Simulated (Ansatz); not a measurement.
CH₅AlO₂Si: the same geometry under several functionals.

```yaml
crystal:
  periodic: [false, false, false]
  atoms:
    - {symbol: O, position_ang: [0.997844, 0.689289, 0.843381]}
    - {symbol: C, position_ang: [-0.389500, -0.030648, 0.983762]}
    - {symbol: Si, position_ang: [-0.157088, -1.660060, 0.046010]}
    - {symbol: Al, position_ang: [0.097334, 0.467756, -0.841129]}
    - {symbol: O, position_ang: [0.118199, 1.851503, -1.814107]}
    - {symbol: H, position_ang: [0.878687, 1.582888, 1.187557]}
    - {symbol: H, position_ang: [-0.763657, 0.138419, 1.988278]}
    - {symbol: H, position_ang: [0.715517, -2.773354, 0.535438]}
    - {symbol: H, position_ang: [-1.538367, -2.173335, -0.157938]}
    - {symbol: H, position_ang: [0.124029, 1.856342, -2.768451]}
basis:
  gaussian: {orbitals: def2-TZVPP}
hamiltonian: {xc: {name: CAM-B3LYP}, dispersion: d4}
output: {orbitals: {seedname: orbitals}}
```

```sh
$ ansatz run in.yaml --threads 4 --pin off --events-out ev --progress --plain
```

Shortened log:

```
Functional definition: CAM-B3LYP
1356 factors; their error is unknown
339 factors; integrals over basis functions are off by at most 1.4e-5 eV
mean field evaluation 1: about -19677.9078 eV, gradient 7.4e1 eV
mean field evaluation 2: about -19669.2748 eV, gradient 1.0e2 eV
mean field evaluation 4: about -19687.7863 eV, gradient 5.0e0 eV
mean field evaluation 8: about -19687.8397 eV, gradient 6.5e-2 eV
mean field evaluation 16: about -19687.8590 eV, gradient 8.0e-5 eV
mean field -19687.85902740 eV, -723.5154743469 hartree, gradient 8.0e-5 eV, S^2 0.000000; 0 other end points of the search recorded, 0 dependent functions left out
reference -19687.85916592 eV, -723.5154794373 hartree; 27, 27 occupied and 220, 220 virtual orbitals, 1356 factors
Total energy: -19688.04854525 eV, -723.5224389992 hartree
```

Hardware: 4 threads of a server CPU on a shared host. Wall time 3.5 s, peak host memory 0.69 GiB.

With the line `hamiltonian: {xc: pbe0, dispersion: d4}` (abridged; 3.2 s):

```
Functional definition: PBE0
mean field evaluation 16: about -19677.4330 eV, gradient 2.3e-4 eV
mean field -19677.43300214 eV, -723.1323249856 hartree, gradient 4.3e-5 eV, S^2 0.000000
Total energy: -19677.61772686 eV, -723.1391134936 hartree
```

The same input with `hamiltonian: {xc: {name: r2SCAN0}, dispersion: d4}` (abridged; 4.8 s):

```
Functional definition: r2SCAN0
mean field evaluation 16: about -19684.4698 eV, gradient 2.7e-5 eV
mean field -19684.46975919 eV, -723.3909210372 hartree, gradient 2.7e-5 eV, S^2 0.000000
Total energy: -19684.53154309 eV, -723.3931915537 hartree
```

Changing it to `hamiltonian: {xc: {name: LC-wPBE}}` (abridged; 2.7 s):

```
Functional definition: LC-wPBE
mean field evaluation 16: about -19681.5862 eV, gradient 1.4e-4 eV
mean field -19681.58616557 eV, -723.2849509266 hartree, gradient 5.6e-5 eV, S^2 0.000000
Total energy: -19681.58616558 eV, -723.2849509269 hartree
```

With the line `hamiltonian: {xc: {name: BLYP}, dispersion: d4}` (abridged; 2.1 s):

```
Functional definition: BLYP
mean field evaluation 16: about -19688.3522 eV, gradient 9.4e-4 eV
mean field -19688.35221062 eV, -723.5335984960 hartree, gradient 2.3e-5 eV, S^2 0.000000
Total energy: -19688.82663798 eV, -723.5510333798 hartree
```

The same input with `hamiltonian: {xc: {name: wB97M-V}}` and forces (abridged; 12 s):

```
Functional definition: wB97M-V
mean field evaluation 16: about -19686.7923 eV, gradient 1.4e-4 eV
mean field -19686.79227996 eV, -723.4762721015 hartree, gradient 7.4e-5 eV, S^2 0.000000
Total energy: -19686.79233656 eV, -723.4762741816 hartree
Atom 0 force     0.130679     0.168946     0.011167 eV/Å
Atom 1 force    -0.233802    -0.110724     0.150711 eV/Å
Atom 2 force    -0.029801    -0.097368    -0.027381 eV/Å
Atom 3 force     0.010999    -0.097104     0.055973 eV/Å
Atom 4 force    -0.000679     0.010439    -0.088312 eV/Å
Atom 5 force     0.041493    -0.076401    -0.021300 eV/Å
Atom 6 force     0.046139    -0.019493    -0.102030 eV/Å
Atom 7 force    -0.108097     0.140679    -0.035163 eV/Å
Atom 8 force     0.145474     0.045365     0.033176 eV/Å
Atom 9 force    -0.002405     0.035661     0.023159 eV/Å
Dipole moment:     0.062641     0.326511    -0.091148 e Å
```
